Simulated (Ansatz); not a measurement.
Job for Ansatz (a program for electronic structure): R-revPBE/def2-TZVPP on C2H3F3 (SMILES CC(F)(F)F).

Ansatz 0.2 input:
```yaml
crystal:
  periodic: [false, false, false]
  atoms:
    - {symbol: C, position_ang: [0.00001074, 0.00000000, 0.80422028]}
    - {symbol: H, position_ang: [1.02721270, -0.00000000, 1.16367730]}
    - {symbol: H, position_ang: [-0.51356738, 0.88957484, 1.16373335]}
    - {symbol: H, position_ang: [-0.51356738, -0.88957484, 1.16373335]}
    - {symbol: C, position_ang: [-0.00000109, -0.00000000, -0.69727576]}
    - {symbol: F, position_ang: [0.62676473, 1.08558390, -1.19942296]}
    - {symbol: F, position_ang: [-1.25351705, -0.00000000, -1.19944259]}
    - {symbol: F, position_ang: [0.62676473, -1.08558390, -1.19942296]}
basis:
  gaussian:
    orbitals: def2-TZVPP
hamiltonian:
  xc: {name: revPBE}
scf: {lower_state_search: off}
```

**Question.** What total energy does the run end on?

**Answer.** -377.6059 hartree.
